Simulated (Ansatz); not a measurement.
Basis sets compared for cyclo-(H2SiO)2 (Si2O2H4). The state is a singlet with charge 0. Geometry PBE0-D4/def2-SVP. Ansatz on 4 threads of Arm Neoverse V2 on a shared host; times are rough, and most runs start from earlier orbitals.

```xyz
8

Si    0.918   -0.584   -0.518
H     2.315   -0.079   -0.567
H     0.803   -1.904   -1.190
O    -0.235    0.549   -1.036
Si   -0.918    0.584    0.518
H    -2.315    0.079    0.567
H    -0.803    1.904    1.190
O     0.235   -0.549    1.036
```

B3LYP takes the VWN-RPA correlation.

Binding counts from free atoms (Si triplet, H doublet, O triplet) in the same basis, without a counterpoise term.

```
           level  functions  energy (Eh)  HOMO (eV)  LUMO (eV)  binding per atom (eV)  wall time
       HF/STO-3G         32    -721.2782      -8.30      10.13                   2.96      0.1 s
        HF/6-31G         52    -729.8012     -12.04       2.70                   2.01     0.15 s
 PBE-D4/def2-SVP         84    -731.1963      -7.10      -1.28                   3.82     0.55 s
  B3LYP-D4/6-31G         52    -731.7865      -8.19      -0.83                   3.17     0.55 s
PBE0-D4/def2-SVP         84    -731.2559      -8.58      -0.35                   3.75     0.75 s
```

(1) Estimate the rows for PBE-D4/def2-TZVP, B3LYP-D4/def2-TZVP, PBE0-D4/def2-TZVP.

Answers

(1) 
| level | functions | energy (Eh) | HOMO (eV) | LUMO (eV) | binding per atom (eV) | wall time |
| --- | --- | --- | --- | --- | --- | --- |
| PBE-D4/def2-TZVP | 160 | -731.6079 | -7.25 | -1.65 | 3.89 | 1.6 s |
| B3LYP-D4/def2-TZVP | 160 | -732.1233 | -8.47 | -0.95 | 3.87 | 3.2 s |
| PBE0-D4/def2-TZVP | 160 | -731.6657 | -8.67 | -0.74 | 3.83 | 3.6 s |
